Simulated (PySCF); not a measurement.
PySCF input file for cycl[3.3.3]borane (C12H9B), SMILES C1C=CC2B3C=1C=CC=C3C=CC=2, IEF-PCM-PBE0/def2-SVP. The structure is a stationary point at B3LYP-D3(BJ)/def2-SVP.

```python
import numpy as np
from pyscf import gto, scf, dft
from pyscf.solvent import pcm

mol = gto.M(
    atom='''
    C    -1.42224609    2.46340247    0.00000000
    C    -2.15329540    1.26086179    0.00000000
    C    -1.50759047    0.00000000    0.00000000
    C    -2.15329539   -1.26086179    0.00000000
    C    -1.42224608   -2.46340248    0.00000000
    C    -0.01529065   -2.49523941    0.00000000
    C     0.75379524   -1.30561164    0.00000000
    C     2.16858604   -1.23437762    0.00000000
    C     2.84449217    0.00000000    0.00000000
    C     2.16858604    1.23437762    0.00000000
    C     0.75379523    1.30561165    0.00000000
    C    -0.01529065    2.49523941    0.00000000
    B     0.00000000   -0.00000000    0.00000000
    H    -1.96846985    3.40948979    0.00000000
    H    -3.24958687    1.32570458    0.00000000
    H    -3.24958687   -1.32570459    0.00000000
    H    -1.96846985   -3.40948980    0.00000000
    H     0.47669960   -3.47707708    0.00000000
    H     2.77288729   -2.15137249    0.00000000
    H     3.93693971    0.00000001    0.00000000
    H     2.77288729    2.15137250    0.00000000
    H     0.47669958    3.47707708    0.00000000
    ''',
    basis='def2-SVP',
    charge=0,
    spin=0,
    max_memory=1600,
    verbose=3,
)
mf = dft.RKS(mol, xc='pbe0').density_fit(auxbasis='def2-universal-jkfit')
mf.grids.level = 3
mf.conv_tol = 1e-9
mf.max_cycle = 100
mf.kernel()
res = {}
for name, eps in {'water': 78.355, 'N,N-dimethylformamide': 37.219, 'dichloromethane': 8.93}.items():
    s = mf.PCM()
    s.with_solvent.method, s.with_solvent.eps, s.with_solvent.lebedev_order = 'IEF-PCM', eps, 17
    s.kernel(mf.make_rdm1())
    res[name] = (s.e_tot, eps, s.dip_moment(), s.mo_energy, s.converged)
    print(f'{name}: electrostatic solvation free energy {(s.e_tot - mf.e_tot) * 627.509474:.3f} kcal/mol')
```

Output:

```
converged SCF energy = -486.596239099125

WARN: PCM is an experimental feature. It is still in testing.
Features and APIs may be changed in the future.

converged SCF energy = -486.604527562743
Dipole moment(X, Y, Z, Debye):  0.00482,  0.00000, -0.00000
water: electrostatic solvation free energy -5.201 kcal/mol

WARN: PCM is an experimental feature. It is still in testing.
Features and APIs may be changed in the future.

converged SCF energy = -486.60428695113
Dipole moment(X, Y, Z, Debye):  0.00403,  0.00000, -0.00000
N,N-dimethylformamide: electrostatic solvation free energy -5.050 kcal/mol

WARN: PCM is an experimental feature. It is still in testing.
Features and APIs may be changed in the future.

converged SCF energy = -486.602975560301
Dipole moment(X, Y, Z, Debye):  0.00058,  0.00000, -0.00000
dichloromethane: electrostatic solvation free energy -4.227 kcal/mol
```

The calculation finished and met its thresholds.

Cost: about 6 core-minutes (a rough figure).
